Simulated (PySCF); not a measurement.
B3LYP has the VWN-RPA correlation part, as in Gaussian. Excitations are Tamm–Dancoff values on a coarser integration grid. The basis has no diffuse functions, so Rydberg states are missing or too high.

Z-matrix (Å, degrees):
```
Ga
F 1 1.7701
H 1 1.5563 2 113.61
H 1 1.5563 3 132.79 2 179.77
```
Charge 0, spin multiplicity 1.

**Question.** Predict the LUMO, dipole moment, HOMO, T1 excitation (TDA) and HOMO–LUMO gap from B3LYP-D3(BJ)/def2-TZVP in PySCF.

**Answer.** 
```
Item                   Result
-------------------  --------
LUMO                 -1.95 eV
dipole moment          2.30 D
HOMO                 -8.80 eV
T1 excitation (TDA)   5.23 eV
HOMO–LUMO gap         6.84 eV
```
